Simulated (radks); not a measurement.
Species: Tm XXII. Configuration: [Kr] 4d10 4f2. Calculated with a radial shooting solver on a logarithmic mesh with Libxc functionals: scalar-relativistic Kohn-Sham, SCAN, spin-polarised, spherical densities, finite nucleus; open shells are filled with parallel spins first (spin-orbit coupling, left out, can overturn this in heavy ions); meta-GGA in the generalised Kohn-Sham scheme; Fermi nuclear charge, rms radius 5.2256 fm.

Normalised radial functions P(r) = r R(r), r in bohr:

| r | 4p up | 4d down |
|---|---|---|
| 0.0008225 | 0.0026 | 0.0000 |
| 0.001054 | 0.0040 | 0.0000 |
| 0.001351 | 0.0061 | 0.0000 |
| 0.001731 | 0.0092 | 0.0001 |
| 0.002218 | 0.0140 | 0.0001 |
| 0.002842 | 0.0213 | 0.0002 |
| 0.003642 | 0.0323 | 0.0005 |
| 0.004668 | 0.0487 | 0.0009 |
| 0.005981 | 0.0729 | 0.0019 |
| 0.007604 | 0.1067 | 0.0035 |
| 0.009744 | 0.1561 | 0.0069 |
| 0.01249 | 0.2238 | 0.0132 |
| 0.016 | 0.3123 | 0.0250 |
| 0.0205 | 0.4200 | 0.0465 |
| 0.02628 | 0.5365 | 0.0843 |
| 0.03367 | 0.6370 | 0.1480 |
| 0.04315 | 0.6778 | 0.2489 |
| 0.05529 | 0.5997 | 0.3956 |
| 0.07029 | 0.3588 | 0.5782 |
| 0.09007 | -0.0686 | 0.7797 |
| 0.1154 | -0.5795 | 0.9214 |
| 0.1479 | -0.9455 | 0.8884 |
| 0.1895 | -0.8830 | 0.5700 |
| 0.2429 | -0.2575 | -0.0544 |
| 0.3113 | 0.7125 | -0.8275 |
| 0.3989 | 1.4933 | -1.4248 |
| 0.5111 | 1.6360 | -1.5573 |
| 0.6498 | 1.1971 | -1.2269 |
| 0.8327 | 0.5808 | -0.6839 |
| 1.067 | 0.1777 | -0.2557 |
| 1.367 | 0.0310 | -0.0584 |
| 1.752 | 0.0027 | -0.0072 |

4p up: eigenvalue -892.52 eV, 2 radial nodes at r = 0.0870, 0.260 bohr, <r> = 0.500 bohr, 90 % of the charge inside 0.718 bohr. 4d down: eigenvalue -723.30 eV, 1 radial node at r = 0.238 bohr, <r> = 0.518 bohr, 90 % of the charge inside 0.761 bohr.

Empty levels of this run are not shown, since the potential may be unsettled where no density lies.
